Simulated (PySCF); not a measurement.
[W(=O)(NH2)4], neutral singlet in the gas phase. 

Cartesian coordinates (Å):
```xyz
14

W     -0.0838     0.0707     0.1116
O      0.3471    -0.0297     1.8045
N     -0.6050     0.1953    -1.9027
H     -1.0566     0.9906    -2.3752
H     -0.3994    -0.4983    -2.6352
N      1.6441     0.9061    -0.3318
H      2.3699     1.1036     0.3648
H      1.9066     1.1863    -1.2795
N     -1.6354     1.2605     0.3772
H     -2.3331     1.4704    -0.3413
H     -1.8100     1.7716     1.2481
N     -0.2586    -1.8748    -0.1678
H     -0.6814    -2.3045    -0.9948
H      0.0967    -2.5731     0.4927
```
Charge 0, multiplicity 1.

All levels are single points at this geometry (BP86-D3(BJ)/def2-SVP); Pople sets use spherical d functions. Orbital energies aren't observables, and empty levels follow the basis.

TPSSh-D3(BJ)/def2-TZVP in PySCF gives gap (eV) = 4.08.

Problem. Estimate the gap (eV) from each of these levels: PBE-D3(BJ)/def2-TZVP in PySCF; B3LYP/6-311+G** (LANL2DZ on W) in PySCF; B3LYP/6-31G* (LANL2DZ on W) in PySCF; PBE/6-31G* (LANL2DZ on W) in PySCF; SVWN5/6-31G* (LANL2DZ on W) in PySCF.

Solution. 
```
level                                    gap (eV)
---------------------------------------  --------
PBE-D3(BJ)/def2-TZVP in PySCF                3.12
B3LYP/6-311+G** (LANL2DZ on W) in PySCF      4.43
B3LYP/6-31G* (LANL2DZ on W) in PySCF         4.48
PBE/6-31G* (LANL2DZ on W) in PySCF           2.89
SVWN5/6-31G* (LANL2DZ on W) in PySCF         2.91
```
